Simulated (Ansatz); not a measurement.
CH5ClFNSi, SMILES `FCN[SiH2]Cl`, relaxed with RKS PBE-D4/def2-SVP in Ansatz from a rough embedded geometry. The force threshold is 0.03 eV/Å; the program also tests the step.

The species carries charge 0 and has multiplicity 1.

Start:

```xyz
10

F    -0.751    0.542    1.790
C    -0.446   -0.658    1.132
N     0.606   -0.367    0.180
Si    0.315    0.616   -1.209
Cl   -0.919   -0.472   -2.479
H    -0.105   -1.364    1.888
H    -1.346   -1.057    0.674
H     1.290    0.200    0.735
H    -0.281    1.842   -0.834
H     1.639    0.717   -1.877
```

Problem. By how much does the energy fall, and how many steps does the optimiser take? (Best estimate.)

Solution. The calculation gave: 41.80 kJ/mol, in 22 steps, 3 of them rejected.

Problem. Which bonds change most? (An estimate is asked.)

Solution. Ansatz gave: Si4–H9 from 1.413 to 1.497 Å; C2–N3 from 1.448 to 1.420 Å; C2–H7 from 1.086 to 1.113 Å; C2–H6 from 1.089 to 1.113 Å.

Problem. Give the relaxed structure. (Best estimate.)

Solution. Ansatz gave: 
```xyz
10

F    -0.351    0.537    2.260
C    -0.456   -0.441    1.265
N     0.510   -0.280    0.236
Si    0.262    0.566   -1.263
Cl   -0.264   -0.710   -2.837
H    -0.344   -1.427    1.769
H    -1.479   -0.369    0.833
H     1.449   -0.616    0.463
H    -0.877    1.518   -1.073
H     1.551    1.221   -1.654
```
